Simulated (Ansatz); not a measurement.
Reaction (SMILES): CN[SiH3] + H+ -> C[NH2+][SiH3]
Each molecule is optimised on its own at B3LYP-D3(BJ)/def2-TZVP (Ansatz, an electronic-structure program).

Quantity: proton affinity (electronic energy difference), positive where the reaction releases energy, in kJ/mol. Cores are frozen in the correlated levels unless marked. No spin-orbit coupling. Non-relativistic. Basis-set limits of correlation are two-point, X^-3; Hartree-Fock from the larger set.

```
level                                        program  proton affinity (kJ/mol)  minus last row
------------------------------------  --------------  ------------------------  --------------
HF/cc-pV(Q+d)Z                                Ansatz                     950.3            16.5
PBE0/STO-3G                                   Ansatz                    1197.0           263.2
PBE0-D3(BJ)/def2-TZVP                 Ansatz + dftd3                     936.3             2.5
MP2/cc-pV(Q+d)Z                               Ansatz                     929.9            -3.9
CCSD/cc-pVTZ                                  Ansatz                     949.3            15.5
CCSD/cc-pwCVTZ                                Ansatz                     945.1            11.3
CCSD(T)/CBS(cc-pV(T+d)Z,cc-pV(Q+d)Z)          Ansatz                     933.8             0.0
```
